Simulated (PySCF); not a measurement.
CHO2, SMILES O=C[O-], charge -1. Geometry optimised at PBE-D3(BJ)/def2-TZVPD.

Computed with PBE-D3(BJ)/def2-TZVPD run with PySCF 2.14.0.

Harmonic wavenumbers (cm⁻¹): 714, 986, 1291, 1308, 1608, 2468. Rotational constants (GHz): 106.5, 12.06, 10.83; symmetry number 2.

### Question
Work out the zero-point energy and the ideal-gas rigid-rotor harmonic-oscillator thermochemistry at 298.15 K and 1 atm.

### Answer
ZPE = ½ Σ hcν = ½ × 8375 cm⁻¹ = 50.09 kJ/mol. H − E(el) = 60.46 kJ/mol. Entropy in J/(mol K): translation 156.23, rotation 80.74, vibration 1.89, total 238.85. G − E(el) = -10.75 kJ/mol. Cp = 39.72 J/(mol K).
